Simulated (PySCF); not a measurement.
# Mercury: a sound run and one with changed settings

Sound run: Hg⁺ [Xe] 4f14 5d10 6s1, Hg²⁺ [Xe] 4f14 5d10. All numbers are calculated (PySCF 2.14, a scalar-relativistic core potential, in def2-TZVP with the def2 core potential (60 electrons) (6s5p3d1f, 43 functions)). The sound run starts from symmetry-adapted Hartree-Fock orbitals and uses a fine grid where one is needed.

Changed run: initial guess 1e, at most 8 SCF cycles. This setting is unsound on purpose.

| species | method | sound run (hartree) | changed run (hartree) | converged |
| --- | --- | --- | --- | --- |
| Hg⁺ | UHF | -152.24196 | -152.24196 | no |
| Hg⁺ | PBE | -153.17278 | -153.17278 | yes |
| Hg⁺ | M06-L | -153.24745 | -153.24745 | no |
| Hg²⁺ | UHF | -151.61192 | -151.61192 | no |
| Hg²⁺ | PBE | -152.46933 | -152.46933 | yes |
| Hg²⁺ | M06-L | -152.57379 | -152.57379 | yes |

Ionisation energy of Hg⁺:

| method | sound run (eV) | changed run (eV) |
| --- | --- | --- |
| PBE | 19.142 | 19.142 |

The SCF was stopped early; the energies are upper bounds that still move, and correlated levels were skipped or rest on poor orbitals.

For comparison, NIST gives 18.757 eV between the lowest levels.
